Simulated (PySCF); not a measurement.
## SeH⁻: energy against distance

Set-up: H def2-SVPD, Se def2-SVPD; no relativity (PySCF 2.14). Energies in eV from H + Se⁻ in their ground configurations at the same level. State: ¹Σ⁺ (singlet), closed shell.

```
R (Å)    TPSS     PBE    PBE0
1.270  -3.022  -2.905  -2.907
1.329  -3.378  -3.268  -3.256
1.388  -3.586  -3.484  -3.456
1.433  -3.666  -3.570  -3.529
1.477  -3.696  -3.604  -3.552
1.521  -3.685  -3.598  -3.532
1.580  -3.620  -3.539  -3.455
1.654  -3.479  -3.406  -3.300
1.743  -3.254  -3.189  -3.056
1.861  -2.903  -2.848  -2.678
```

**Question.** Put a parabola through the three lowest points of the TPSS curve and estimate Re, k and ωe (reduced mass 0.9953 u; 1 eV/Å² = 0.16022 mdyn/Å; ωe = 1302.8·√(k/μ) cm⁻¹).

**Answer.** Through R = 1.433, 1.477, 1.521 Å the second-order coefficient is 10.6 eV/Å², so Re ≈ 1.487 Å, k ≈ 3.39 mdyn/Å and ωe ≈ 2405 cm⁻¹. A polynomial fit of higher order to the unrounded TPSS energies gives Re = 1.485 Å, k = 3.20 mdyn/Å, ωe = 2337 cm⁻¹; anharmonicity and rounding make the difference.

The higher-order fit for each curve: TPSS: Re = 1.485 Å, ωe = 2337 cm⁻¹, De = 3.70 eV; PBE: Re = 1.491 Å, ωe = 2310 cm⁻¹, De = 3.61 eV; PBE0: Re = 1.477 Å, ωe = 2404 cm⁻¹, De = 3.55 eV.

For an ion De counts to the pair picked by the measured ionisation energies or electron affinities, which need not be the lowest pair at this level. The highest Kohn–Sham level is positive in this anion. Much of that is self-interaction error, but it also means that the finite basis helps to hold the extra electron.
